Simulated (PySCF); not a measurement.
SMILES C[Si](C)(C)[Be][O][SiH3] (C3H12BeOSi2), singlet, GFN2-xTB optimised geometry.

```
19

Be    -1.31    -1.55    -2.60
Si    -1.91    -2.55    -4.43
C     -2.22    -4.44    -4.21
C     -0.64    -2.47    -5.87
C     -3.54    -1.93    -5.25
H     -2.52    -4.92    -5.14
H     -1.33    -4.94    -3.85
H     -3.01    -4.62    -3.49
H      0.31    -2.90    -5.57
H     -0.45    -1.45    -6.17
H     -0.98    -3.02    -6.75
H     -3.46    -0.88    -5.53
H     -4.38    -2.01    -4.56
H     -3.79    -2.49    -6.14
O     -0.92    -0.95    -1.39
Si    -0.45    -0.26     0.00
H     -1.01    -1.09     1.07
H     -1.01     1.09     0.00
H      1.01    -0.26     0.00
```

Density from PySCF with B3LYP/def2-SVP at that geometry.

Minimum of the electron density along straight lines between bonded atoms, close to the bond critical point (lines longer than 1.1 times the sum of covalent radii, or with two minima, are not listed):

```
bond      length / Å  ρ at the minimum / e bohr⁻³  ∇²ρ there / e bohr⁻⁵  position (fraction from the first atom)
--------  ----------  ---------------------------  --------------------  ---------------------------------------
Be1–Si2        2.176                            …                     …                                     0.31
Si2–C3         1.923                        0.106                  0.30                                     0.38
Si2–C4         1.922                        0.106                  0.30                                     0.38
Si2–C5         1.922                        0.106                  0.30                                     0.38
C3–H6          1.087                        0.272                 -0.97                                     0.62
C3–H7          1.086                        0.272                 -0.96                                     0.62
C3–H8          1.086                        0.272                 -0.96                                     0.62
C4–H9          1.086                        0.272                 -0.97                                     0.62
C4–H10         1.086                        0.272                 -0.97                                     0.62
C4–H11         1.087                        0.272                 -0.97                                     0.62
C5–H12         1.086                        0.272                 -0.97                                     0.62
C5–H13         1.086                        0.272                 -0.97                                     0.62
C5–H14         1.087                        0.272                 -0.97                                     0.62
Be1–O15        1.404                        0.123                     …                                     0.36
O15–Si16       1.619                        0.128                  1.11                                     0.59
Si16–H17       1.463                        0.119                  0.33                                     0.49
Si16–H18       1.463                        0.119                  0.33                                     0.49
Si16–H19       1.463                        0.119                  0.33                                     0.49
```

Task: Complete the blanks.

Result: 
- Be1–Si2, ρ at the minimum / e bohr⁻³: 0.075
- Be1–Si2, ∇²ρ there / e bohr⁻⁵: -0.05
- Be1–O15, ∇²ρ there / e bohr⁻⁵: 1.30
